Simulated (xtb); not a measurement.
3-chloro-1,1-difluoropropa-1,2-diene (C₃HClF₂), SMILES C(=CCl)=C(F)F. All values are semi-empirical tight-binding results from xtb (GFN2-xTB unless named), good for trends rather than for accurate numbers. Geometry: GFN2-xTB.

* **point group as xtb finds it**: Cs
* **orbital gap**: 4.45 eV
* **dipole moment**: 2.26 D
* **zero-point energy**: 19.2 kcal/mol
* **G − E(el) at 298.15 K (modified RRHO)**: -0.3 kcal/mol
* **static polarisability (D4 model)**: 50.6 bohr³
* **solvation energy, GFN2-xTB/ALPB(water)**: -1.6 kcal/mol
* **solvation energy, GFN2-xTB/ALPB(thf)**: -4.7 kcal/mol
